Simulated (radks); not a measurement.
Bi II, 82 electrons, occupied as [Hg] 6p2 (the NIST ground configuration). Calculated with a radial shooting solver on a logarithmic mesh with Libxc functionals: scalar-relativistic Kohn-Sham, SCAN, spin-polarised, spherical densities, finite nucleus; open shells are filled with parallel spins first (spin-orbit coupling, left out, can overturn this in heavy ions); meta-GGA in the generalised Kohn-Sham scheme; Fermi nuclear charge, rms radius 5.5211 fm.

X-ray form factor f0, the Fourier transform of the density (f0(0) = 82):

sin(theta)/lambda (1/angstrom),f0 (electrons)
0.05,80.933
0.1,78.110
0.15,74.327
0.2,70.257
0.25,66.255
0.3,62.449
0.4,55.551
0.5,49.642
0.6,44.663
0.8,36.827
1,30.756
1.25,24.763
1.5,20.374
2,15.430
